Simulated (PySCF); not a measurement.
Si(Br)(Me)(OH)2 (CH₅BrO₂Si), SMILES C[Si](O)(O)Br.

The structure is a stationary point at B3LYP-D3(BJ)/def2-SVP. The structure was generated by enumeration, and PubChem lists no compound with its InChIKey, so it may never have been made. The values are those of a single conformer.

The numbers are results of TDDFT-PBE/def2-SVPD in PySCF, not measurements.

Vertical excitations. The molecule is in vacuum.

| state | energy (eV) | λ (nm) | f | main pairs |
|---|---|---|---|---|
| S1 | 6.31 | 196 | 0.029 | HOMO→LUMO 98 % |
| S2 | 6.37 | 195 | 0.049 | HOMO−1→LUMO 97 % |
| S3 | 6.89 | 180 | 0.058 | HOMO−2→LUMO 94 % |
| S4 | 7.09 | 175 | 0.020 | HOMO→LUMO+1 76 %, HOMO−1→LUMO+1 18 % |
| S5 | 7.11 | 174 | 0.010 | HOMO−1→LUMO+1 65 %, HOMO→LUMO+1 19 %, HOMO−1→LUMO+2 12 % |
| S6 | 7.19 | 172 | 0.016 | HOMO−1→LUMO+2 79 %, HOMO→LUMO+2 12 % |
| S7 | 7.24 | 171 | 0.008 | HOMO→LUMO+2 73 % |
| S8 | 7.45 | 166 | 0.019 | HOMO−3→LUMO 75 %, HOMO−2→LUMO+1 23 % |
| S9 | 7.58 | 164 | 0.072 | HOMO−2→LUMO+1 60 %, HOMO−3→LUMO 15 %, HOMO−1→LUMO+3 12 % |
| S10 | 7.66 | 162 | 0.000 | HOMO→LUMO+3 97 % |
| T1 | 6.18 | 201 | 0 | HOMO→LUMO 99 % |
| T2 | 6.20 | 200 | 0 | HOMO−1→LUMO 99 % |
| T3 | 6.66 | 186 | 0 | HOMO−2→LUMO 97 % |
| T4 | 6.72 | 185 | 0 | HOMO→LUMO+1 89 % |
Triplets are in the Tamm–Dancoff approximation, which puts them higher than full response would, so one can lie above its singlet here.
